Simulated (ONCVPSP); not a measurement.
# Before and after: ONCV potential for osmium (Os)

```json
{"Element": "Os (Z = 76)", "Generator": "ONCVPSP 4.0.1", "Type": "optimised norm-conserving Vanderbilt (ONCV)", "Functional": "PBE", "Relativity": "fully relativistic", "Frozen core": "[Kr] 4d10 4f14", "Valence charge": "16", "Reference configuration": "5s2 5p6 5d7 6s1", "Partial waves": "5s+6s: rc 1.50 bohr, ncon 4, nbas 9, qcut 7.5 1/bohr, 2 projectors; 5p: rc 1.75 bohr, ncon 3, nbas 6, qcut 8 1/bohr, 2 projectors, debl 2.7 Ha; 5d: rc 1.80 bohr, ncon 3, nbas 6, qcut 6.2 1/bohr, 1 projector", "Local potential": "polynomial inside 1.05 bohr (lpopt 5, dvloc0 0 Ha)", "Core correction": "Teter function fitted to the true core (icmod 2), fcfact 0.55"}
```

Open shells are filled in proportion to 2j + 1.

All-electron outer shells of the reference configuration (PBE, scalar-relativistic, ld1.x):

```tsv
shell	level (eV)	outermost node (bohr)	outermost maximum (bohr)
5s	-89.19	0.51	0.91
4f	-49.54	–	0.40
5p	-48.63	0.55	1.03
6s	-5.43	1.21	2.54
5d	-4.70	0.60	1.38
```

Change: s: qcut 5; p: qcut 5.4; d: qcut 4.2.

Cutoffs: the cutoffs (Ha) at which the residual kinetic energy of the hardest occupied pseudo-wave falls to 1 and 0.1 mHa per electron; they do not see the model core or the augmentation charge, which bear on the density cutoff. Errors are all-electron minus pseudo energies relative to the spin-unpolarised reference configuration.

Task: How do hardness, ghosts and transferability respond?

Result: The potential gets harder (23 Ha and 27 Ha → 65 Ha and 107 Ha); of the 4 tests that both files solve, the error grows in 4 and shrinks in 0 by more than 15 % and 0.3 meV (median size 2.1 → 5.0 meV); neither file shows a bound ghost.

| quantity | base | changed |
| --- | --- | --- |
| cutoff, loose | 23 Ha | 65 Ha |
| cutoff, tight | 27 Ha | 107 Ha |
| loose cutoff by channel | s 23 Ha, p 18 Ha, d 16 Ha | s 65 Ha, p 14 Ha, d 40 Ha |
| bound ghosts | none | none |
| GHOST(+) flags under 300 eV | s at 85.9 eV, p3/2 at 227.5 eV | s at 60.4 eV |
| error for 5s2 5p6 5d6 6s2, meV [ΔE -0.31 eV] | -2.1 | -5.1 |
| error for 5s2 5p6 5d6 6s1, meV [ΔE 9.28 eV] | +0.1 | -4.6 |
| error for 5s2 5p6 5d6 6s0, meV [ΔE 26.20 eV] | +3.6 | -6.5 |
| error for 5s2 5p6 5d6 6s0 6p1, meV [ΔE 15.35 eV] | +2.0 | -4.9 |
| s: phases at 1.52 bohr within 0.05 rad from the reference energy up to (Ha; the scan ends near 5) | 2.3 | 1.5 |
| p3/2: phases at 1.78 bohr within 0.05 rad from the reference energy up to (Ha; the scan ends near 5) | to the end of the scan | to the end of the scan |
| p1/2: phases at 1.78 bohr within 0.05 rad from the reference energy up to (Ha; the scan ends near 5) | to the end of the scan | to the end of the scan |
| d5/2: phases at 1.82 bohr within 0.05 rad from the reference energy up to (Ha; the scan ends near 5) | 2.6 | 2.9 |
| d3/2: phases at 1.82 bohr within 0.05 rad from the reference energy up to (Ha; the scan ends near 5) | 2.7 | 2.6 |
| rms error of d²Exc/dni dnj with the model core, mHa | 3.31 | 3.00 |

Base: These tests converged, but a pseudo level misses the all-electron one widely, so the file describes the atom poorly there or has found another state: 5s2 5p6 5d6 6s0 6p1: empty 6s by 6.7 eV. Changed file: These tests converged, but a pseudo level misses the all-electron one widely, so the file describes the atom poorly there or has found another state: 5s2 5p6 5d6 6s0 6p1: empty 6s by 6.7 eV.
